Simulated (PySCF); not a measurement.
Molfile (atoms numbered from 1):
```
CH5BrGeO
     RDKit          3D

  9  8  0  0  0  0  0  0  0  0999 V2000
   -1.2940    0.4995   -0.1857 C   0  0  0  0  0  0  0  0  0  0  0  0
   -0.5095   -0.2538    0.7016 O   0  0  0  0  0  0  0  0  0  0  0  0
    1.1495   -0.6978    0.2952 Ge  0  0  0  0  0  4  0  0  0  0  0  0
    2.3690    1.2335   -0.0584 Br  0  0  0  0  0  0  0  0  0  0  0  0
   -2.3180    0.5435    0.2151 H   0  0  0  0  0  0  0  0  0  0  0  0
   -1.3423    0.0497   -1.1958 H   0  0  0  0  0  0  0  0  0  0  0  0
   -0.9192    1.5337   -0.2898 H   0  0  0  0  0  0  0  0  0  0  0  0
    1.7030   -1.4188    1.5230 H   0  0  0  0  0  0  0  0  0  0  0  0
    1.1858   -1.4818   -1.0268 H   0  0  0  0  0  0  0  0  0  0  0  0
  1  2  1  0
  2  3  1  0
  3  4  1  0
  1  5  1  0
  1  6  1  0
  1  7  1  0
  3  8  1  0
  3  9  1  0
M  END
```

Geometry: PBE0-D3(BJ)/def2-SVP; GIAO absolute shieldings from PySCF, gas phase, non-relativistic, averaged over equivalent atoms.

At PBE0/pcSseg-1 (141 basis functions, 13 s wall time on 1 thread of an x86-64 server CPU, shared host):
| atoms | σ (ppm) |
| --- | --- |
| C1 | 129.5 |
| O2 | 294.9 |
| Ge3 | 1296.3 |
| Br4 | 2650.4 |
| H8/H9 | 25.43 |
| H5/H6/H7 | 27.56 |

Estimate the result of repeating the calculation with HF/pcSseg-2.

Answers


| atoms | σ at HF/pcSseg-2 | change |
| --- | --- | --- |
| C1 | 140.8 | +11.3 |
| O2 | 338.7 | +43.8 |
| Ge3 | 1508.4 | +212.1 |
| Br4 | 2800.8 | +150.4 |
| H8/H9 | 26.41 | +0.98 |
| H5/H6/H7 | 28.28 | +0.72 |

The largest change is at Ge3 (germanium bonded to Br, O, 2 H). Cost: 268 basis functions, 21 s wall time on 1 thread of an x86-64 server CPU, shared host.

Relativistic effects, spin–orbit coupling among them, are left out; they matter for Br, Ge and for the light atoms bonded to it.
